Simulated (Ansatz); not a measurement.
Ba₂S₂. The state is a triplet with charge 0. Geometry r2SCAN-D4/def2-SVP; atoms count from 1.

```xyz
4

Ba    0.9562   -0.7587    1.7444
Ba   -0.0115    1.4729   -1.5374
S     0.4497   -1.3103   -1.0235
S    -1.3945    0.5961    0.8165
```

In the def2 sets Ba takes a core potential; there is no spin–orbit coupling. At PBE0-D4/def2-TZVP a singlet of charge 0 lies 2.18 eV below the triplet, each at its own geometry. The structure comes from a short search, and lower isomers may exist.

(1) Estimate the Mulliken populations from the PBE0/def2-TZVP orbitals of Ansatz.

(2) Where does the spin sit?

(3) And the Mayer bond orders between bonded heavy atoms (over 0.3)?

## Answers

(1) 
| atom | charge (e) | spin (α − β) |
| --- | --- | --- |
| Ba1 | 0.78 | 0.48 |
| Ba2 | 0.78 | 0.48 |
| S3 | -0.78 | 0.52 |
| S4 | -0.78 | 0.52 |
Mulliken values and Mayer orders depend strongly on the basis.

(2) Summed by element: Ba 0.96, S 1.04, of 2 unpaired in all. Largest on single atoms: S3 0.52, S4 0.52, Ba1 0.48.

(3) Ba1–Ba2 0.55 (4.08 Å); Ba1–S3 0.63 (2.87 Å); Ba1–S4 0.63 (2.87 Å); Ba2–S3 0.63 (2.87 Å); Ba2–S4 0.63 (2.87 Å). Values over 0.3 also appear between atoms too far apart for a bond (S3–S4 0.37 at 3.23 Å); they arise where an orbital or an unpaired electron spreads over both atoms.
